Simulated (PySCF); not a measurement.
## ZrH: one state, many levels of theory

State: quartet, unpaired electrons σ ↑, π ↑, δ ↑, a mixture of terms (⟨Lz²⟩ = 4.9). Set-up: basis Zr x2c-TZVPPall, H x2c-TZVPPall; spin-free X2C with a Gaussian nucleus; PySCF 2.14. De refers to Zr (4d2 5s2) + H in their high-spin ground configurations, without counterpoise correction. The functionals are run spin-unrestricted. A positive dipole means Zr(−)H(+).

| Level | Re (Å) | ωe (cm⁻¹) | De (eV) | μ (D) |
| --- | --- | --- | --- | --- |
| UHF | 1.920 | 1520 | n/a | -2.39 |
| UHF-MP2 | 1.846 | 1638 | n/a | n/a |
| UHF-SCS-MP2 | 1.861 | 1603 | n/a | n/a |
| UHF-CCSD | 1.870 | 1577 | 2.43 | n/a |
| UHF-CCSD(T) | 1.868 | 1574 | 2.39 | n/a |
| PBE | 1.856 | 1571 | n/a | -2.36 |
| revPBE | 1.862 | 1557 | n/a | -2.38 |
| BP86 | 1.857 | 1572 | n/a | -2.38 |
| r²SCAN | 1.857 | 1587 | n/a | -2.51 |
| TPSSh | 1.862 | 1594 | n/a | -2.53 |
| PBE0 | 1.855 | 1594 | n/a | -2.56 |
| MN15 | 1.852 | 1599 | n/a | -2.92 |
| CAM-B3LYP | 1.867 | 1586 | n/a | -2.64 |

The bond length runs from 1.846 Å (UHF-MP2) to 1.920 Å (UHF).

Correlated steps freeze 14 core orbitals. De is left out where the level can put another filling of the metal’s s and d shells below the measured ground configuration, by anything from nothing to about 1 eV. These are scalar-relativistic numbers at best; spin–orbit coupling would shift them, the dissociation energy most. With d or f electrons several states lie close, and the lowest PBE0 determinant need not be the measured ground state.

The whole job (state search and all levels along the bond) took about 12 min on 1 thread of AMD EPYC 7R43 64-Core (shared host), peak memory 3 GiB.
